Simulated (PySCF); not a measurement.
Computed shifts of a molecule C₄H₆OSe, KT2/pcSseg-1 in PySCF, GIAO, gas phase, equivalent atoms averaged, in ppm (number of nuclei): ¹³C: 206.1 (1), 122.6 (1), 90.0 (1), 78.2 (1). ¹H: 6.74 (1), 6.03 (1), 5.92 (2), 4.95 (1), 2.64 (1). References: ¹³C against TMS (σ = 185.1 ppm); ¹⁷O against H2O (σ = 330.4 ppm); ⁷⁷Se against Me2Se (σ = 1692.1 ppm); ¹H against TMS (σ = 31.47 ppm), references at their B3LYP-D3(BJ)/def2-TZVP geometries, non-relativistic. Geometry optimised at B3LYP-D3(BJ)/def2-SVP. Other conformers were not sampled.

**Question.** Which molecule gave these data?
A. [SeH][C@@H]1C=COC1
B. O=C1CC([SeH])C1
C. [SeH]CC1=CCO1
D. C=C=COC[SeH]

**Answer.** D, C=C=COC[SeH]
